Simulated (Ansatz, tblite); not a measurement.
Removing and adding an electron: the cluster Ba₂S₂. Charge 0, multiplicity 1. Geometry: r2SCAN-D4/def2-SVP. Ansatz, gas phase; energy differences of separate SCF runs; the oxidised species was run as a doublet alone; the reduced species was run as a doublet alone.

```csv
atom,x (Å),y (Å),z (Å)
Ba1,1.800,-0.625,-0.661
Ba2,-1.794,0.637,0.666
S3,-0.355,0.816,-1.737
S4,0.349,-0.828,1.733
```

In the def2 sets Ba takes a core potential; there is no spin–orbit coupling. The xTB rows come from tblite. Correlated methods freeze 10 core orbitals; core or outer-core shells of Ba are correlated, in sets that lack core-valence functions. In CCSD on the charge 1 doublet the largest single amplitude is 0.45, so its Hartree–Fock determinant may place the open shell otherwise than the density functionals do. HOMO above LUMO, or a gap near zero within one spin, warns that the state may not be the lowest or that an electron is smeared out. The structure comes from a short search, and lower isomers may exist.

```tsv
level	−HOMO (eV)	vertical IE (eV)	−LUMO (eV)	vertical EA (eV)	HOMO–LUMO gap (eV)	IE − EA (eV)	remarks
GFN1-xTB	9.49	11.32	7.68	6.80	1.81	4.52	–
GFN2-xTB	8.63	11.46	7.84	5.35	0.79	6.12	–
PBE-D4/def2-TZVP	3.95	6.33	1.68	–	2.28	–	gap within one spin near zero (+1 doublet)
PBE-D4/def2-TZVPD	3.97	–	1.68	0.54	2.29	–	HOMO above zero (-1 doublet), gap within one spin near zero (-1 doublet)
r2SCAN-D4/def2-TZVP	4.03	6.33	1.16	–	2.87	–	–
r2SCAN-D4/def2-TZVPD	4.03	–	1.13	0.44	2.90	–	HOMO above zero (-1 doublet), gap within one spin near zero (-1 doublet)
PBE0-D4/def2-TZVP	4.84	6.42	1.15	–	3.69	–	–
PBE0-D4/def2-TZVPD	4.85	–	1.14	0.44	3.71	–	HOMO above zero (-1 doublet)
CCSD/def2-TZVPP	–	6.25	–	–	–	–	large T1 (0.073) (+1 doublet)
CCSD(T)/def2-TZVPP	–	6.34	–	–	–	–	large T1 (0.073) (+1 doublet)
```

Run but left out: HF/def2-TZVPP, MP2/def2-TZVPP (charge +1 doublet: a determinant that CCSD turns far, T1 0.073).   A HOMO above zero means that the electron is unbound at that level or that self-interaction error raises the level; the energy of removing that electron tells which. Raw xTB energy differences between charge states are shifted by several eV; the methods need an empirical correction for them.
